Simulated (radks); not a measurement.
Question: Charge is removed step by step from the 1s1/2 level of neutral helium, starting from [He]. Level of theory: Dirac Kohn-Sham, PBE, spin-unpolarised, spherical densities, finite nucleus; Gaussian nuclear charge, rms radius 1.6755 fm (a radial shooting solver on a logarithmic mesh with Libxc functionals). At the starting occupation the eigenvalue is -15.764 eV. Estimate the energy to remove one whole electron from this level, the eigenvalue at the end, and how far E(n) bends from a straight line.

Answer: Delta-SCF 26.965 eV; final eigenvalue -39.130 eV; the deviation from the straight line is -2.930 eV at 0.5 electron removed, the largest on the grid computed. Slater's transition state (half an electron removed) gives 26.721 eV. Integrating minus the eigenvalue over the occupation (Janak's theorem) gives 26.964 eV. The mean slope of the eigenvalue, de/dn, is 23.4 eV per electron. Ionisation energy of He in the NIST Atomic Spectra Database: 24.587 eV (measured).

Beside tabulated values, note that spin-unpolarised runs miss the spin-polarisation part of the exchange energy of open shells.
